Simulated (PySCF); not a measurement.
SMILES [GeH3]/[CH]=C\c1cccs1 (C6H8GeS), singlet, GFN2-xTB optimised geometry.

```
16

Ge    -2.52    -0.27    -0.01
C     -1.28    -1.77     0.00
C      0.06    -1.74     0.00
C      0.91    -0.59     0.00
C      2.28    -0.59     0.00
C      2.84     0.70     0.00
C      1.89     1.68     0.00
S      0.30     1.04     0.00
H     -3.90    -0.86    -0.02
H     -2.41     0.60     1.19
H     -2.40     0.59    -1.23
H     -1.75    -2.74     0.00
H      0.61    -2.68     0.00
H      2.87    -1.49     0.00
H      3.90     0.90     0.00
H      2.03     2.74     0.00
```

Density from PySCF 2.14.0 with PBE/def2-TZVP at that geometry.

Minimum of the electron density along straight lines between bonded atoms, close to the bond critical point (lines longer than 1.1 times the sum of covalent radii, or with two minima, are not listed):

```csv
bond,length / Å,ρ at the minimum / e bohr⁻³,∇²ρ there / e bohr⁻⁵,position (fraction from the first atom)
Ge1–C2,1.941,___,___,0.47
C2–C3,1.338,0.343,-1.01,0.49
C3–C4,1.432,0.290,-0.80,0.49
C4–C5,1.374,0.323,-0.91,0.51
C5–C6,1.405,0.305,-0.84,0.50
C6–C7,1.360,0.329,-0.94,0.49
C4–S8,1.734,0.208,___,0.48
C7–S8,1.717,0.215,-0.43,0.48
Ge1–H9,1.498,0.141,0.09,0.60
Ge1–H10,1.493,0.142,0.08,0.60
Ge1–H11,1.493,0.142,0.08,0.60
C2–H12,1.083,0.281,-0.96,0.64
C3–H13,1.086,0.281,-0.97,0.64
C5–H14,1.076,0.286,-1.00,0.65
C6–H15,1.075,0.286,-1.01,0.65
C7–H16,1.072,0.289,-1.03,0.65
```

Task: What belongs in the gaps?

Result: 
- Ge1–C2, ρ at the minimum / e bohr⁻³: 0.128
- Ge1–C2, ∇²ρ there / e bohr⁻⁵: 0.11
- C4–S8, ∇²ρ there / e bohr⁻⁵: -0.40
